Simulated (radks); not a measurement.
Charge is removed step by step from the 5s1/2 level of neutral dysprosium, starting from [Xe] 4f10 6s2. Calculated with a radial shooting solver on a logarithmic mesh with Libxc functionals: Dirac Kohn-Sham, PBE, spin-unpolarised, spherical densities, finite nucleus; open shells are shared between the two j in proportion to 2j + 1; Fermi nuclear charge, rms radius 5.2218 fm. At the starting occupation the eigenvalue is -48.822 eV. Estimate the energy to remove one whole electron from this level, the eigenvalue at the end, and how far E(n) bends from a straight line.

Answer. Delta-SCF 54.686 eV; final eigenvalue -60.885 eV; the deviation from the straight line is -1.512 eV at 0.5 electron removed, the largest on the grid computed. Slater's transition state (half an electron removed) gives 54.605 eV. Integrating minus the eigenvalue over the occupation (Janak's theorem) gives 54.686 eV. The mean slope of the eigenvalue, de/dn, is 12.1 eV per electron.
